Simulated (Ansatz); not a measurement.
C₂H₆Cl₂FGeN (SMILES C[N](C)[Ge]([F])([Cl])[Cl]), singlet, geometry from GFN2-xTB, with bond 7-4 at 1.4 times its length; CASSCF(4,4)/STO-3G run with Ansatz (a quantum-chemistry and plane-wave program).

Input for Ansatz:
Ansatz 0.2 input:
```yaml
crystal:
  periodic: [false, false, false]
  atoms:
    - {symbol: C, position_ang: [-2.26651330, 1.21322078, 0.52634304]}
    - {symbol: N, position_ang: [-1.59455394, 0.08906291, -0.10276147]}
    - {symbol: C, position_ang: [-2.29163116, -1.16309606, 0.12583514]}
    - {symbol: Ge, position_ang: [0.25371552, 0.10137871, -0.10972661]}
    - {symbol: F, position_ang: [0.57338996, 1.65816281, -0.88382576]}
    - {symbol: Cl, position_ang: [1.02670042, -1.36761438, -1.38799431]}
    - {symbol: Cl, position_ang: [1.75625587, 0.29691009, 2.45934909]}
    - {symbol: H, position_ang: [-3.26281786, 1.30795581, 0.09056751]}
    - {symbol: H, position_ang: [-1.70907608, 2.12572506, 0.32189089]}
    - {symbol: H, position_ang: [-2.36790927, 1.08834737, 1.61056944]}
    - {symbol: H, position_ang: [-3.28121839, -1.09701048, -0.33102872]}
    - {symbol: H, position_ang: [-2.41516510, -1.38718354, 1.19164665]}
    - {symbol: H, position_ang: [-1.74467941, -1.97791028, -0.34636464]}
basis:
  gaussian:
    orbitals: STO-3G
hamiltonian:
  xc: hf
magnetization: {spin_polarized: false}
correlation: {active_space: {window: {electrons: 4, orbitals: 4}}}
```

It wrote (shortened):

```
Functional definition: HF
748 factors; integrals over basis functions are off by at most 3.2e-5 eV
mean field evaluation 1: about -86826.8952 eV, gradient 2.8e1 eV
mean field evaluation 2: about -86827.1150 eV, gradient 2.8e1 eV
mean field evaluation 4: about -86832.3449 eV, gradient 2.7e0 eV
mean field evaluation 8: about -86832.4282 eV, gradient 3.9e-2 eV
mean field -86832.42286821 eV, -3191.0326832766 hartree, gradient 2.1e-6 eV, S^2 0.000000; 0 other end points of the search recorded, 0 dependent functions left out
reference -86832.42286821 eV, -3191.0326832766 hartree; 50, 50 occupied and 12, 12 virtual orbitals, 748 factors
state -86833.93032470 eV, -3191.0880812809 hartree
Total energy: -86833.93032470 eV, -3191.0880812809 hartree
```
